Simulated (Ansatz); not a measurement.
Ga9P9, relaxed as a singlet with RKS PBE-D4/def2-SVP in Ansatz, starting from the GFN1-xTB geometry. Force threshold 0.03 eV/Å.

Single mean-field runs in def2-SVP are fitted with def2-universal-jkfit. Another isomer (singlet) lies 0.04 eV lower at PBE0-D4/def2-TZVP; other spin states weren't run for this one.

Start:

Cartesian coordinates in Å:
```
Ga -4.9609 -0.0608 -0.6238
Ga 4.1840 -0.7937 1.1775
Ga 3.6809 -1.5870 4.1305
Ga 0.8843 0.3609 0.3613
Ga 2.6784 0.8303 -2.2657
Ga -0.4900 1.1560 -3.3902
Ga 0.8197 -0.9676 4.0692
Ga -3.8472 1.1392 -3.4583
Ga -2.1621 -0.3504 0.6831
P 1.7355 1.3290 -4.1998
P -0.1390 -0.9808 2.0182
P 5.3597 -2.0432 2.6414
P 3.2450 0.9513 0.0319
P -2.1642 1.6037 -4.8805
P -4.2594 -0.9201 1.3643
P 2.2349 -1.2426 5.8497
P -0.9099 0.8310 -0.9880
P -5.8896 0.7446 -2.5207
```

```tsv
step	energy (eV)	largest force component (eV/Å)	SCF passes
1	-554817.1509	0.841	34
2	-554817.6191	0.334	33
3	-554817.7911	0.207	34
4	-554817.9568	0.180	30
5	-554818.0964	0.196	30
6	-554818.1919	0.171	30
7	-554818.2643	0.196	30
8	-554818.3187	0.153	25
9	-554818.3581	0.213	25
10	-554818.3816	0.238	24
11	-554818.4077	0.225	25
14	-554818.4393	0.134	24
17	-554818.4513	0.032	23
20	-554818.4555	0.041	23
23	-554818.4581	0.082	24
26	-554818.5008	0.234	29
29	-554818.6395	0.352	30
32	-554819.3100	0.710	28
35	-554819.9241	0.170	28
38	-554820.1163	0.237	28
41	-554820.2785	0.239	28
44	-554820.5338	0.435	28
47	-554820.8319	0.361	25
50 (rejected)	-554821.0660	0.329	27
53 (rejected)	-554821.0981	0.162	28
55	-554821.1126	0.023	20
```

Force components are those of the run's own axes.

End:

| atom | x (Å) | y (Å) | z (Å) |
| --- | --- | --- | --- |
| Ga1 | -2.739 | 0.781 | 0.295 |
| Ga2 | 3.066 | -0.992 | 0.670 |
| Ga3 | 2.204 | -0.821 | 3.318 |
| Ga4 | 0.877 | 0.910 | 0.994 |
| Ga5 | 2.385 | 1.498 | -1.658 |
| Ga6 | -0.405 | 1.076 | -2.159 |
| Ga7 | -0.512 | -1.374 | 1.939 |
| Ga8 | -3.573 | 0.096 | -2.252 |
| Ga9 | -1.197 | -1.535 | -0.949 |
| P10 | 1.384 | 1.322 | -3.582 |
| P11 | 0.889 | -1.887 | 0.109 |
| P12 | 3.924 | -1.967 | 2.592 |
| P13 | 3.235 | 1.350 | 0.446 |
| P14 | -1.634 | -0.785 | -3.136 |
| P15 | -2.624 | -1.515 | 0.961 |
| P16 | 0.252 | 0.370 | 3.343 |
| P17 | -0.828 | 2.134 | -0.063 |
| P18 | -4.704 | 1.339 | -0.867 |

Bonds lost: Ga4–P11, Ga9–P17 (atoms count from 1). Bonds formed: Ga1–P17, Ga2–P11, Ga4–P16, Ga7–P15, Ga9–P14 (atoms count from 1). Metal–metal contacts that move far: Ga1–Ga8 3.27 to 2.77 Å.

No frequencies were taken in this run, so the end may be a saddle point.

It took 3 min on 2 threads of AMD EPYC 7R13 on a shared host and a share (18 GiB) of an NVIDIA H100 80GB HBM3, peak host memory 1 GiB.
